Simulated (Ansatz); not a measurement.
Program: Ansatz. Geometries: PBE0-D4/def2-TZVP. ΔE: electronic, gas phase. CCSD(T)/CBS adds triple-zeta CCSD(T) − MP2 to the extrapolated MP2 energy (def2 sets, frozen cores). DFT in def2-TZVPP. B3LYP here is the variant with VWN-RPA as its local correlation; programs differ in this. def2 core potentials past Kr. For Hf outer-core shells are correlated without core-valence functions, which leaves a few kJ/mol of doubt a bond. Each species was taken in one conformer, which may not be the lowest.

`CCCCS(C)(=O)=O` + `C[NH][Hf]([F])([F])[F]` → `CC[N](C)[Hf]([F])([F])[F]` + `CCS(C)(=O)=O`  (substitution at a C–C bond)

```
             level  ΔE (kJ/mol)  difference from CCSD(T)/CBS
            PBE-D4         14.3                         -2.4
         r2SCAN-D4         15.1                         -1.6
           PBE0-D4         16.7                          0.0
          B3LYP-D4         15.9                         -0.8
           ωB97X-V         17.3                          0.6
           ωB97M-V         18.8                          2.1
            B2PLYP         14.2                         -2.5
               PBE         12.9                         -3.8
            r2SCAN         14.4                         -2.3
              PBE0         15.4                         -1.3
             B3LYP         14.0                         -2.7
     HF/def2-TZVPP         18.7                          2.0
    MP2/def2-TZVPP         14.4                         -2.3
SCS-MP2/def2-TZVPP         14.6                         -2.1
   CCSD/def2-TZVPP         16.4                         -0.3
CCSD(T)/def2-TZVPP         15.1                         -1.6
     HF/def2-QZVPP         18.7                          2.0
    MP2/def2-QZVPP         15.4                         -1.3
SCS-MP2/def2-QZVPP         15.7                         -1.0
      HF/CBS(def2)         18.7                          2.0
     MP2/CBS(def2)         16.1                         -0.6
    CCSD/CBS(def2)         18.1                          1.4
       CCSD(T)/CBS         16.7                            0
```

Largest T1 diagnostic among the species: 0.015.

In def2-TZVPP, CCSD(T) changes the Hartree–Fock value by −3.7 kJ/mol (the triples alone add −1.3 kJ/mol) and MP2 by −4.3 kJ/mol.

CCSD(T)/CBS has its own doubt, a few kJ/mol and more with outer-core shells, so smaller differences from it don't rank the levels.
